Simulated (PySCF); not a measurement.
## 29Si chemical shifts

One conformer, non-relativistic, fast rotation and ring inversion assumed for equivalent nuclei, gas phase. Geometry: GFN2-xTB; shielding tensors at PBE0/pcSseg-1 (GIAO); PySCF.

Shieldings were converted by a linear fit to measured shifts: 29Si: δ = 279.94 − 0.822σ (rms 8.9 ppm, 72 shifts, 25.8 ppm with the 6 outliers that the fit left out vs TMS, solution or neat liquid). A few per cent of atoms miss by over 2 rms, more outside the fitted compound classes.

(1) Give the 29Si shifts of `N#C[Si]1(C=O)[SiH2]C[SiH2]1`, `C#C/C=C(\C#C)[SiH2]F`.

(2) Order these by 29Si shift, lowest first.
A. C#CC1=C(F)[SiH2]C=C1
B. c1nnc2c(n1)C[SiH2]O2
C. C#C/C=C(/C#C)[SiH2]F

Results:

(1) 
```tsv
compound	environment	δ (ppm)
[N:1]#[C:2][Si:3]1([CH:4]=[O:5])[SiH2:6][CH2:7][SiH2:8]1	Si6/8: silicon bonded to C, Si, 2 H, in a 4-membered ring (×2)	-43.8
[N:1]#[C:2][Si:3]1([CH:4]=[O:5])[SiH2:6][CH2:7][SiH2:8]1	Si3: silicon bonded to 2 C, 2 Si, in a 4-membered ring	-53.9
C#C/C=C(\C#C)[SiH2]F	silicon bonded to C, F, 2 H	-15.6
```

(2) A (-53.7 ppm, silicon bonded to 2 C, 2 H, in a 5-membered ring), C (-16.5 ppm, silicon bonded to C, F, 2 H), B (-8.4 ppm, silicon bonded to C, O, 2 H, in a 5-membered ring).
